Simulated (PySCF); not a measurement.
Molecule: `C=CC[C@@H]1CCN1`, C6H11N.

Bonds (- single, = double, # triple, : aromatic): C1=C2, C2-C3, C3-C4, C4-C5, C5-C6, C6-N7, N7-C4. C1 carries H8, H9; C2 carries H10; C3 carries H11, H12; C4 carries H13; C5 carries H14, H15; C6 carries H16, H17; N7 carries H18. Stereochemistry as in C=CC[C@@H]1CCN1. H9 is cis to C3; H15, H17 are cis to C3 on the ring; H11 is pro-R; H12 is pro-S; H8 is trans to C3; H14, H16 are trans to C3 on the ring.

Frames of a GFN2-xTB Langevin trajectory at 300 K; GIAO PBE0/pcSseg-1 shieldings in PySCF, gas phase, non-relativistic; equivalent atoms averaged within each frame.

Referencing at the same level of theory: ¹³C (σ = 186.93 ppm), ¹H (σ = 31.72 ppm) vs TMS; ¹⁵N (σ = 267.73 ppm) against NH3. The references are static minima.

Task: How do the shifts (ppm) fluctuate along the trajectory?

Result: 
```
         time (fs)     C2     C1    C4    C3    C6    C5    N7   H10   H13    H9
               250  140.6  122.8  64.5  44.8  43.8  31.0  47.8  6.24  5.18  5.14
               425  140.3  127.7  60.8  38.8  52.6  29.1  40.7  6.32  5.08  6.22
               625  143.0  126.6  57.7  49.1  45.2  27.0  50.2  7.46  3.68  5.47
               800  154.1  140.4  62.8  41.5  48.2  27.1  42.0  6.88  4.79  5.87
              1000  150.2  130.6  61.0  40.5  46.3  29.3  53.0  6.89  3.16  5.86
    mean of frames  145.7  129.6  61.4  42.9  47.2  28.7  46.8  6.76  4.38  5.71
standard deviation    6.2    6.6   2.6   4.1   3.4   1.7   5.3  0.50  0.90  0.42
```

5 frames give an uncertainty of the mean of about the standard deviation over 2.2 at best, since frames this close in time may not be independent; classical motion lacks zero-point vibration, and the reference would need the same averaging.
